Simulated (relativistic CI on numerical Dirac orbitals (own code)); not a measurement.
# Electric-dipole transitions in Ga III

These numbers are calculated, not measured: Dirac-Coulomb-Breit CI, KLI orbitals optimised for each configuration, a model potential for QED, valence Slater integrals scaled by 0.85, configuration energies shifted to the measured levels that pair with them (semi-empirical) (own radial code, finite nucleus).

Configurations in the expansion (outside the closed core [Ar]): 3d¹⁰4s, 3d¹⁰4p, 3d⁹4s², 3d¹⁰5s, 3d¹⁰4d, 3d¹⁰5p, 3d¹⁰4f, 3d¹⁰6s, 3d¹⁰5d, 3d¹⁰6p, 3d¹⁰5f, 3d¹⁰5g, 3d¹⁰7s, 3d¹⁰6d, 3d¹⁰7p, 3d¹⁰8p, 3d⁹4s4p, 3d⁹4p², 3d⁸4s4p², 3d⁹4p4d. Levels of other configurations are missing.

```csv
λ vac (Å),Lower,Upper,A (s⁻¹),gf,Branching (%)
806.94,3d¹⁰4p ²P°1/2 [2],3d¹⁰5d ²D3/2 [21],4.38e+08,1.71e-01,47.4
816.62,3d¹⁰4p ²P°3/2 [3],3d¹⁰5d ²D5/2 [22],4.96e+08,2.98e-01,55.4
827.98,3d¹⁰4p ²P°3/2 [3],3d¹⁰6s ²S1/2 [20],4.76e+08,9.79e-02,43.0
1105.7,3d⁹4s² ²D3/2 [5],3d¹⁰8p ²P°3/2 [51],5.65e+08,4.14e-01,n/a
1200.2,3d⁹4s² ²D5/2 [4],3d¹⁰7p ²P°3/2 [42],1.40e+08,1.21e-01,22.7
1268.7,3d¹⁰4p ²P°1/2 [2],3d¹⁰4d ²D3/2 [7],2.14e+09,2.07e+00,83.8
1291.9,3d¹⁰4p ²P°3/2 [3],3d¹⁰4d ²D5/2 [8],2.51e+09,3.76e+00,100.0
1293.7,3d¹⁰4p ²P°3/2 [3],3d¹⁰4d ²D3/2 [7],4.15e+08,4.16e-01,16.2
1324.8,3d¹⁰4p ²P°1/2 [2],3d¹⁰5s ²S1/2 [6],5.64e+08,2.97e-01,33.4
1352.2,3d¹⁰4p ²P°3/2 [3],3d¹⁰5s ²S1/2 [6],1.13e+09,6.18e-01,66.6
1497.2,3d¹⁰4s ²S1/2 [1],3d¹⁰4p ²P°3/2 [3],9.59e+08,1.29e+00,100.0
1532.2,3d¹⁰4s ²S1/2 [1],3d¹⁰4p ²P°1/2 [2],8.93e+08,6.29e-01,100.0
1566.7,3d¹⁰4d ²D3/2 [7],3d¹⁰5f ²F°5/2 [36],1.97e+08,4.36e-01,45.2
1569.6,3d¹⁰4d ²D5/2 [8],3d¹⁰5f ²F°7/2 [35],2.09e+08,6.16e-01,47.7
2031.6,3d¹⁰5p ²P°1/2 [9],3d¹⁰6d ²D3/2 [40],1.00e+08,2.48e-01,22.2
2049.9,3d¹⁰5p ²P°3/2 [10],3d¹⁰6d ²D5/2 [41],1.16e+08,4.38e-01,26.6
2420.0,3d¹⁰4d ²D5/2 [8],3d¹⁰4f ²F°7/2 [15],5.18e+08,3.64e+00,98.7
2422.0,3d¹⁰4d ²D3/2 [7],3d¹⁰4f ²F°5/2 [14],8.16e+08,4.31e+00,92.3
2428.3,3d¹⁰4d ²D5/2 [8],3d¹⁰4f ²F°5/2 [14],5.81e+07,3.08e-01,6.6
3522.3,3d¹⁰5p ²P°1/2 [9],3d¹⁰5d ²D3/2 [21],3.37e+08,2.50e+00,36.4
3574.3,3d¹⁰5p ²P°3/2 [10],3d¹⁰5d ²D5/2 [22],3.97e+08,4.56e+00,44.4
3581.3,3d¹⁰5p ²P°3/2 [10],3d¹⁰5d ²D3/2 [21],6.61e+07,5.08e-01,7.2
3736.1,3d¹⁰5p ²P°1/2 [9],3d¹⁰6s ²S1/2 [20],1.30e+08,5.45e-01,11.7
3802.6,3d¹⁰5p ²P°3/2 [10],3d¹⁰6s ²S1/2 [20],2.60e+08,1.13e+00,23.5
4371.3,3d¹⁰4f ²F°5/2 [14],3d¹⁰5g ²G7/2 [37],3.20e+08,7.32e+00,87.4
4398.4,3d¹⁰4f ²F°7/2 [15],3d¹⁰5g ²G9/2 [38],1.97e+08,5.70e+00,53.8
4872.8,3d¹⁰5s ²S1/2 [6],3d¹⁰5p ²P°3/2 [10],1.33e+08,1.90e+00,66.1
4986.5,3d¹⁰5s ²S1/2 [6],3d¹⁰5p ²P°1/2 [9],1.25e+08,9.35e-01,62.7
5339.7,3d¹⁰5d ²D3/2 [21],3d¹⁰5f ²F°5/2 [36],1.99e+08,5.09e+00,45.5
5355.5,3d¹⁰5d ²D5/2 [22],3d¹⁰5f ²F°5/2 [36],1.42e+07,3.65e-01,3.2
5358.7,3d¹⁰5d ²D5/2 [22],3d¹⁰5f ²F°7/2 [35],2.12e+08,7.30e+00,48.4
5821.1,3d¹⁰4d ²D3/2 [7],3d¹⁰5p ²P°3/2 [10],6.59e+06,1.34e-01,3.3
5857.4,3d¹⁰4d ²D5/2 [8],3d¹⁰5p ²P°3/2 [10],5.88e+07,1.21e+00,29.1
5984.1,3d¹⁰4d ²D3/2 [7],3d¹⁰5p ²P°1/2 [9],6.24e+07,6.70e-01,31.2
7210.3,3d¹⁰6p ²P°1/2 [33],3d¹⁰6d ²D3/2 [40],8.94e+07,2.79e+00,19.8
7295.8,3d¹⁰6p ²P°3/2 [34],3d¹⁰6d ²D5/2 [41],1.07e+08,5.11e+00,24.5
7311.0,3d¹⁰6p ²P°3/2 [34],3d¹⁰6d ²D3/2 [40],1.78e+07,5.70e-01,3.9
7695.7,3d¹⁰6p ²P°1/2 [33],3d¹⁰7s ²S1/2 [39],4.30e+07,7.64e-01,6.1
7810.4,3d¹⁰6p ²P°3/2 [34],3d¹⁰7s ²S1/2 [39],8.63e+07,1.58e+00,12.3
11391.9,3d¹⁰6s ²S1/2 [20],3d¹⁰6p ²P°3/2 [34],2.92e+07,2.27e+00,28.9
11645.3,3d¹⁰6s ²S1/2 [20],3d¹⁰6p ²P°1/2 [33],2.74e+07,1.11e+00,27.7
14088.7,3d¹⁰5d ²D5/2 [22],3d¹⁰6p ²P°3/2 [34],1.72e+07,2.05e+00,17.0
14363.4,3d¹⁰5d ²D3/2 [21],3d¹⁰6p ²P°1/2 [33],1.81e+07,1.12e+00,18.3
21723.5,3d¹⁰7s ²S1/2 [39],3d¹⁰7p ²P°1/2 [43],1.02e+07,1.45e+00,3.5
21754.7,3d¹⁰7s ²S1/2 [39],3d¹⁰7p ²P°3/2 [42],9.70e+06,2.75e+00,1.6
```

Terms are leading LS components. Brackets give the number of a level in order of energy, since labels repeat. The list gives strong lines, with weight on those to low levels, without configurations that were not tied to measured data, without lines whose two gauges differ by over a factor of 2.5, among the lowest 51 of 386 levels, so that lines to higher ones, which can be the strongest, are missing, and without lines across small gaps between configurations, and without 11 lines that miss the measured interval by over 3.5 %, start from a term whose rates miss tabulated ones by over 60 %, have gauges far apart or, lacking measured levels, span too small a gap for the errors found; lines with a level outside our table were not tested and can miss by more. Levels whose partners in the same complex of configurations lie outside the list can be far off, and so can their lines. Rates are taken at the computed energies, electric ones in the length gauge.

Configurations whose levels could be paired with our table of measured levels were shifted onto them, all but the ground configuration, by the median error of their levels; single terms can still be off by 1,000 to 2,000 cm⁻¹ or more, and rates follow the energies as ν³ (E1, M1) or ν⁵ (E2). The others borrow a shift and can be off by several thousand cm⁻¹ or more. The fine structure of a lone outer electron comes out too small, for d and f at times inverted, and misplaced configurations move strength between like terms. 25 of the 28 excited levels that our extract of the measured tables holds in this range could be paired (the sources list more); they are missed by 31 cm⁻¹ on average and 171 at most, after the shifts were fitted to these levels, and levels without a partner can miss by more.

LS names give the leading component of a level, which can be under half, so a name can repeat, a term be missing and a line seem to break the LS rules.
